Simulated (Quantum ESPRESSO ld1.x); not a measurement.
All-electron atom: the antimony ion Sb3+ in [Kr] 4d10 5s2. Method: scalar-relativistic Kohn-Sham, revPBE, spin-unpolarised, spherical densities, point nucleus; computed with ld1.x of Quantum ESPRESSO 7.5.

Unscreened Slater integrals over Kohn-Sham orbitals (hartree).

| integral | value |
|---|---|
| F0(5s,5s) | 0.44501 |
| F0(5s,4d) | 0.54031 |
| G2(5s,4d) | 0.074246 |
| F0(5s,4p) | 0.55364 |
| G1(5s,4p) | 0.039485 |
| F0(5s,4s) | 0.55830 |
| G0(5s,4s) | 0.026845 |
| F0(4d,4d) | 0.88671 |
| F2(4d,4d) | 0.44723 |
| F4(4d,4d) | 0.29542 |
| F0(4d,4p) | 0.96053 |
| F2(4d,4p) | 0.48495 |
| G1(4d,4p) | 0.61607 |
| G3(4d,4p) | 0.38012 |
| F0(4d,4s) | 0.98867 |
| G2(4d,4s) | 0.46539 |
| F0(4p,4p) | 1.0559 |
| F2(4p,4p) | 0.55437 |
| F0(4p,4s) | 1.0935 |
| G1(4p,4s) | 0.74381 |
| F0(4s,4s) | 1.1360 |
